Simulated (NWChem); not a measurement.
System: AlN$_{2}$H$_{4}$F; SMILES [NH2][Al]([NH2])[F]

NWChem input:

```
start job
memory heap 200 mb stack 900 mb global 1100 mb
geometry units angstroms noautoz
  Al     0.027001    -0.000008     0.000000
  F      1.694542     0.004759     0.000000
  N     -0.794165    -1.560707     0.000000
  H     -1.795975    -1.706845     0.000000
  H     -0.312664    -2.451912     0.000000
  N     -0.802704     1.556187     0.000000
  H     -1.805283     1.696938     0.000000
  H     -0.325991     2.449963     0.000000
end
basis spherical
  * library def2-svpd
end
dft
  xc b3lyp
  iterations 150
end
tddft
  cis
  nroots 6
  notriplet
end
task tddft energy
```

Excerpt of the output:

```
             Northwest Computational Chemistry Package (NWChem) 7.3.0
             --------------------------------------------------------

 C2V symmetry detected

                             Geometry "geometry" -> ""
                             -------------------------

 Output coordinates in angstroms (scale by  1.889725989 to convert to a.u.)

  No.       Tag          Charge          X              Y              Z
 ---- ---------------- ---------- -------------- -------------- --------------
    1 Al                  13.0000     0.00000000     0.00000000     0.02240360
    2 F                    9.0000     0.00000000     0.00000000     1.68995070
    3 N                    7.0000    -1.55845234     0.00000000    -0.80303470
    4 H                    1.0000    -1.70189731     0.00000000    -1.80523253
    5 H                    1.0000    -2.45094579     0.00000000    -0.32392612
    6 N                    7.0000     1.55845234     0.00000000    -0.80303470
    7 H                    1.0000     1.70189731     0.00000000    -1.80523253
    8 H                    1.0000     2.45094579     0.00000000    -0.32392612

 Effective nuclear repulsion energy (a.u.)     159.0376875891

      Symmetry information
      --------------------

 Group name             C2v
 Group number             16
 Group order               4
 No. of unique centers     5

                                 NWChem DFT Module
                                 -----------------

 Summary of "ao basis" -> "ao basis" (spherical)
 ------------------------------------------------------------------------------
       Tag                 Description            Shells   Functions and Types
 ---------------- ------------------------------  ------  ---------------------
 Al                        def2-svpd                10       24   5s3p2d
 F                         def2-svpd                 9       23   4s3p2d
 N                         def2-svpd                 8       20   4s2p2d
 H                         def2-svpd                 4        8   2s2p

      Symmetry analysis of basis
      --------------------------

        a1         49
        a2         14
        b1         36
        b2         20

            General Information
            -------------------
          SCF calculation type: DFT
          Wavefunction type:  closed shell.
          No. of atoms     :     8
          No. of electrons :    40
           Alpha electrons :    20
            Beta electrons :    20
          Charge           :     0
          Spin multiplicity:     1
          Use of symmetry is: off; symmetry adaption is: on
          Maximum number of iterations: 150
          AO basis - number of functions:   119
                     number of shells:    51
          Convergence on energy requested:  1.00D-06
          Convergence on density requested:  1.00D-05
          Convergence on gradient requested:  5.00D-04

              XC Information
              --------------
                         B3LYP Method XC Potential
                     Hartree-Fock (Exact) Exchange  0.200
                        Slater Exchange Functional  0.800 local
                    Becke 1988 Exchange Functional  0.720 non-local
              Lee-Yang-Parr Correlation Functional  0.810
                  VWN I RPA Correlation Functional  0.190 local

             Grid Information
             ----------------
          Grid used for XC integration:  medium
          Radial quadrature: Mura-Knowles
          Angular quadrature: Lebedev.
          Tag              B.-S. Rad. Rad. Pts. Rad. Cut. Ang. Pts.
          ---              ---------- --------- --------- ---------
          Al                  1.25       88           9.0       590
          F                   0.50       49          11.0       434
          N                   0.65       49          11.0       434
          H                   0.35       45          12.0       434
          Grid pruning is: on
          Number of quadrature shells:   415
          Spatial weights used:  Erf1

      Superposition of Atomic Density Guess
      -------------------------------------

 Sum of atomic energies:        -451.57507388

      Non-variational initial energy
      ------------------------------

 Total energy =    -452.732640
 1-e energy   =    -940.329946
 2-e energy   =     328.559618
 HOMO         =      -0.355676
 LUMO         =      -0.043090

      Symmetry analysis of molecular orbitals - initial
      -------------------------------------------------

  Numbering of irreducible representations:

     1 a1          2 a2          3 b1          4 b2

  Orbital symmetries:

     1 a1          2 a1          3 a1          4 b1          5 a1
     6 b1          7 a1          8 b2          9 a1         10 a1
    11 b1         12 a1         13 b1         14 b2         15 a1
    16 b1         17 a1         18 b1         19 b2         20 a2
    21 a1         22 b2         23 b1         24 a1         25 a1
    26 a1         27 a1         28 b1         29 b2         30 a2

 !! scf_movecs_sym_adapt:   49 vectors were symmetry contaminated

  Symmetry fudging

   convergence    iter        energy       DeltaE   RMS-Dens  Diis-err
 ---------------- ----- ----------------- --------- --------- ---------
 d= 0,ls=0.0,diis     1   -454.0550358944 -6.13D+02  1.74D-02  8.58D-01

 !! scf_movecs_sym_adapt:   48 vectors were symmetry contaminated

  Symmetry fudging

 !! scf_movecs_sym_adapt:    2 vectors were symmetry contaminated

 d= 0,ls=0.0,diis     2   -453.9811439801  7.39D-02  6.51D-03  1.87D+00

 !! scf_movecs_sym_adapt:   51 vectors were symmetry contaminated

  Symmetry fudging
 d= 0,ls=0.0,diis     3   -454.1510629721 -1.70D-01  8.24D-04  1.56D-02

 !! scf_movecs_sym_adapt:   47 vectors were symmetry contaminated

  Symmetry fudging
 d= 0,ls=0.0,diis     4   -454.1516513911 -5.88D-04  4.31D-04  7.03D-03

 !! scf_movecs_sym_adapt:   27 vectors were symmetry contaminated

  Symmetry fudging
 d= 0,ls=0.0,diis     5   -454.1523317401 -6.80D-04  1.17D-04  1.57D-04

 !! scf_movecs_sym_adapt:    6 vectors were symmetry contaminated

  Symmetry fudging
  Resetting Diis
 d= 0,ls=0.0,diis     6   -454.1523483691 -1.66D-05  5.07D-05  1.76D-06
 d= 0,ls=0.0,diis     7   -454.1523486190 -2.50D-07  7.22D-06  1.52D-07

         Total DFT energy =     -454.152348618997
      One electron energy =     -944.868574785344
           Coulomb energy =      376.235411447159
    Exchange-Corr. energy =      -44.556872869901
 Nuclear repulsion energy =      159.037687589090

 Numeric. integr. density =       39.999988990980

                  Occupations of the irreducible representations
                  ----------------------------------------------

                     irrep           alpha         beta
                     --------     --------     --------
                     a1               10.0         10.0
                     a2                1.0          1.0
                     b1                6.0          6.0
                     b2                3.0          3.0

                       DFT Final Molecular Orbital Analysis
                       ------------------------------------

 Vector   18  Occ=2.000000D+00  E=-3.814176D-01  Symmetry=b1
              MO Center= -1.0D-12,  2.2D-19,  4.5D-01, r^2= 3.2D+00
   Bfn.  Coefficient  Atom+Function         Bfn.  Coefficient  Atom+Function
  ----- ------------  ---------------      ----- ------------  ---------------
    29      0.472843  2 F  px                32     -0.304039  2 F  px
    52      0.233062  3 N  px                88      0.233062  6 N  px
     9      0.175146  1 Al px                54      0.128707  3 N  pz
    90     -0.128707  6 N  pz                18      0.122093  1 Al d  1
    68      0.108098  4 H  s                104     -0.108098  7 H  s

[...]

                                NWChem TDDFT Module
                                -------------------

            General Information
            -------------------
           No. of orbitals :     238
            Alpha orbitals :     119
             Beta orbitals :     119
        Alpha frozen cores :       0
         Beta frozen cores :       0
     Alpha frozen virtuals :       0
      Beta frozen virtuals :       0
         Spin multiplicity :       1
    Number of AO functions :     119
        Use of symmetry is : off
      Symmetry adaption is : on
         Schwarz screening :  0.10D-07

              XC Information
              --------------
                  B3LYP Method XC Potential
              Hartree-Fock (Exact) Exchange   0.20
                 Slater Exchange Functional   0.80 local
             Becke 1988 Exchange Functional   0.72 non-local
       Lee-Yang-Parr Correlation Functional   0.81
           VWN I RPA Correlation Functional   0.19 local

             TDDFT Information
             -----------------
          Calculation type : Tamm-Dancoff TDDFT
         Wavefunction type : Restricted singlets
          No. of electrons :      40
           Alpha electrons :      20
            Beta electrons :      20
              No. of roots :       6
          Max subspacesize :    5200
            Max iterations :     100
               Target root :       1
           Target symmetry : none
      Symmetry restriction : off
                 Algorithm : Optimal
        Davidson threshold :  0.10D-03

    6 smallest eigenvalue differences (eV)
--------------------------------------------------------
  No. Spin  Occ  Vir  Irrep   E(Occ)    E(Vir)   E(Diff)
--------------------------------------------------------
    1    1   20   21 a2       -0.260    -0.031     6.245
    2    1   19   21 b2       -0.282    -0.031     6.837
    3    1   20   22 b1       -0.260     0.037     8.075
    4    1   20   23 b2       -0.260     0.041     8.190
    5    1   20   24 a2       -0.260     0.041     8.199
    6    1   19   22 a1       -0.282     0.037     8.667
--------------------------------------------------------

  Entering Davidson iterations
  Restricted singlet excited states

  Iter   NTrls   NConv    DeltaV     DeltaE      Time
  ----  ------  ------  ---------  ---------  ---------
    1      6       0     0.16E+00   0.10+100       17.0
    2     12       0     0.29E-01   0.27E-01       17.6
    3     18       0     0.77E-01   0.43E-02       19.9
    4     24       2     0.33E-01   0.79E-02       21.1
    5     28       2     0.48E-02   0.17E-02       17.4
    6     32       5     0.26E-02   0.99E-04       17.2
    7     33       5     0.82E-03   0.27E-04       12.9
    8     34       6     0.93E-04   0.73E-06       13.0
  ----  ------  ------  ---------  ---------  ---------
  Convergence criterion met

  Ground state a1       -454.152348618997 a.u.

  ----------------------------------------------------------------------------
  Root   1 singlet a2             0.192287389 a.u.                5.2324 eV
  ----------------------------------------------------------------------------
     Transition Moments    X  0.00000   Y  0.00000   Z  0.00000
     Dipole Oscillator Strength                    0.0000000000
     Electric Quadrupole                           0.0000002351
     Magnetic Dipole                               0.0000012522
     Total Oscillator Strength                     0.0000014873

     Occ.   19  b2  ---  Virt.   23  b1       0.06072
     Occ.   20  a2  ---  Virt.   21  a1       0.99536
  ----------------------------------------------------------------------------
  Root   2 singlet b2             0.218820814 a.u.                5.9544 eV
  ----------------------------------------------------------------------------
     Transition Moments    X  0.00000   Y  0.94322   Z  0.00000
     Dipole Oscillator Strength                    0.1297853649
     Electric Quadrupole                           0.0000001057
     Magnetic Dipole                               0.0000004535
     Total Oscillator Strength                     0.1297859241

     Occ.   19  b2  ---  Virt.   21  a1       0.99425
     Occ.   20  a2  ---  Virt.   23  b1       0.08306
  ----------------------------------------------------------------------------
  Root   3 singlet a2             0.259292389 a.u.                7.0557 eV
  ----------------------------------------------------------------------------
     Transition Moments    X -0.00000   Y -0.00000   Z  0.00000
     Dipole Oscillator Strength                    0.0000000000
     Electric Quadrupole                           0.0000000182
     Magnetic Dipole                               0.0000000016
     Total Oscillator Strength                     0.0000000198

     Occ.   19  b2  ---  Virt.   23  b1       0.15535
     Occ.   19  b2  ---  Virt.   27  b1      -0.05523
     Occ.   20  a2  ---  Virt.   24  a1      -0.98159
  ----------------------------------------------------------------------------
  Root   4 singlet b2             0.263481352 a.u.                7.1697 eV
  ----------------------------------------------------------------------------
     Transition Moments    X  0.00000   Y  0.36030   Z -0.00000
     Dipole Oscillator Strength                    0.0228027269
     Electric Quadrupole                           0.0000000434
     Magnetic Dipole                               0.0000000691
     Total Oscillator Strength                     0.0228028394

     Occ.   19  b2  ---  Virt.   21  a1      -0.07919
     Occ.   19  b2  ---  Virt.   24  a1      -0.24012
     Occ.   19  b2  ---  Virt.   25  a1      -0.11439
     Occ.   19  b2  ---  Virt.   26  a1      -0.06426
     Occ.   20  a2  ---  Virt.   23  b1       0.95583
  ----------------------------------------------------------------------------
  Root   5 singlet b1             0.275374228 a.u.                7.4933 eV
  ----------------------------------------------------------------------------
     Transition Moments    X -0.84549   Y -0.00000   Z -0.00000
     Dipole Oscillator Strength                    0.1312346827
     Electric Quadrupole                           0.0000006231
     Magnetic Dipole                               0.0000000305
     Total Oscillator Strength                     0.1312353362

     Occ.   16  b1  ---  Virt.   21  a1      -0.06347
     Occ.   18  b1  ---  Virt.   21  a1       0.17102
     Occ.   18  b1  ---  Virt.   24  a1       0.05987
     Occ.   19  b2  ---  Virt.   31  a2      -0.06112
     Occ.   20  a2  ---  Virt.   22  b2      -0.95892
     Occ.   20  a2  ---  Virt.   29  b2      -0.11413
  ----------------------------------------------------------------------------
  Root   6 singlet b2             0.282730080 a.u.                7.6935 eV
  ----------------------------------------------------------------------------
     Transition Moments    X  0.00000   Y -0.18230   Z -0.00000
     Dipole Oscillator Strength                    0.0062639610
     Electric Quadrupole                           0.0000001612
     Magnetic Dipole                               0.0000005101
     Total Oscillator Strength                     0.0062646323

     Occ.   17  b2  ---  Virt.   21  a1       0.05190
     Occ.   19  b2  ---  Virt.   24  a1      -0.95066
     Occ.   19  b2  ---  Virt.   25  a1       0.07400
     Occ.   19  b2  ---  Virt.   30  a1       0.06136
     Occ.   20  a2  ---  Virt.   23  b1      -0.23026
     Occ.   20  a2  ---  Virt.   27  b1      -0.15550

              Target root =      1
          Target symmetry = none
      Ground state energy =   -454.152348618997
        Excitation energy =      0.192287389128
     Excited state energy =   -453.960061229869

  stored tddft:energy   -453.96006122986927
```

Level: B3LYP/def2-SVPD, TDA. Coordinates come from a PBE0/def2-SVP optimisation.
